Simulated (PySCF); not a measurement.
## Computed properties of CH5NTe, SMILES C[Te]N

Te(Me)(NH2) (CH5NTe), SMILES C[Te]N. Coordinates come from a B3LYP-D3(BJ)/def2-SVP optimisation. The def2 effective core potentials stand for the cores of Te; spin–orbit coupling is left out. Other conformers were not sampled. All values are computed for the isolated molecule unless a solvent is named; none is compared with measurement here.

**Structure.** The optimised structure has Cs symmetry. All 18 harmonic modes at B3LYP-D3(BJ)/def2-SVP (PySCF) are real, so it is a minimum. With heavy atoms numbered as in [Te:1]([CH3:2])[NH2:6], the shortest bond between them is Te1–N6 at 2.063 Å and the longest Te1–C2 at 2.185 Å.

**Vibrations.** The strongest infrared lines (harmonic, unscaled, degenerate partners summed) lie at 513 cm⁻¹ (56 km/mol, N 69 %, H 12 %, C 12 %), 725 cm⁻¹ (46 km/mol, H 82 %, N 14 %), 326 cm⁻¹ (42 km/mol, H 94 %). The softest mode is at 98 cm⁻¹ and the zero-point energy is 38.6 kcal/mol.

**Electronic structure.** ωB97X/def2-TZVPD (PySCF) places the frontier levels at -8.14 and 0.86 eV, a gap of 9.00 eV, and gives a dipole moment of 2.07 D and a mean polarisability of 66.4 bohr³.

**Excitations.** TDA-CAM-B3LYP/def2-SVPD (PySCF) has S1 at 3.62 eV (342 nm, f = 0.001, dark); the most intense of the 10 singlets computed lies at 5.35 eV (f = 0.09). T1 (TDA) is at 2.96 eV, 0.66 eV under S1. No vertical singlet excitation falls in the visible range (under 3.1 eV).
